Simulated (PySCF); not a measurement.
# Be₄, singlet: data card

Level of theory: PBE0 in PySCF with Be def2-TZVP; no relativity; density-fitted integrals.

The structure is a minimum.

Z-matrix (Å, degrees; charge 0 multiplicity 1):
```
Be
Be 1 2.0549
Be 1 2.0549 2 60.00
Be 1 2.0549 2 60.00 3 -70.53
```

| Quantity | Value |
| --- | --- |
| Point group | Td |
| Bond lengths | Be–Be 2.055 Å (×6) |
| Bond angles | Be–Be–Be 60.0° (×12) |
| Principal polarisabilities | 135.4, 135.4, 135.4 bohr³ |
| Highest occupied level | -6.00 eV |
| Enthalpy at 298.15 K above 0 K | 12.67 kJ/mol |
| Dipole moment | 0.00 D |
| Rotational constants | 0.443, 0.443, 0.443 cm⁻¹ |
| Entropy at 298.15 K and 1 bar | 239.4 J/(mol K) |
| Lowest empty level | -2.93 eV |
| Rotational symmetry number | 12 |
| Atomisation energy without zero-point energy | 462 kJ/mol |
| Principal quadrupole moments (Buckingham, traceless) about the centre of mass | 0.00, 0.00, 0.00 D Å |
| Heat capacity Cp at 298.15 K | 60.3 J/(mol K) |
| Zero-point energy | 20.8 kJ/mol |

Harmonic modes (masses in u: Be 9.012):
```json
{"symmetry": "e", "ω (cm⁻¹)": "497", "IR (km/mol, summed over degenerate members)": "0.0"}
{"symmetry": "t2", "ω (cm⁻¹)": "599", "IR (km/mol, summed over degenerate members)": "51.6"}
{"symmetry": "a1", "ω (cm⁻¹)": "692", "IR (km/mol, summed over degenerate members)": "0.0"}
```

In Td the vibrations span e + t2 + a1. The a1, e modes carry no infrared intensity, as symmetry demands.

Charges (e):
```tsv
atom	Mulliken	Löwdin	polar tensor	Mayer order to Be1
Be1	0.00	0.00	0.00	–
Be2,3,4	0.00	0.00	0.00	0.87
```
Other Mayer orders above 0.3: Be–Be 0.87 (×3).

Mulliken populations on Be1: s 2.96, p 1.00, d 0.05.

Other isomers or separated fragments may lie lower.

The final relaxation and frequency run took 10 s on 2 threads of a shared Arm Neoverse N1 host, with 76 basis functions and 4 gradients; the process peaked at 0.86 GiB.
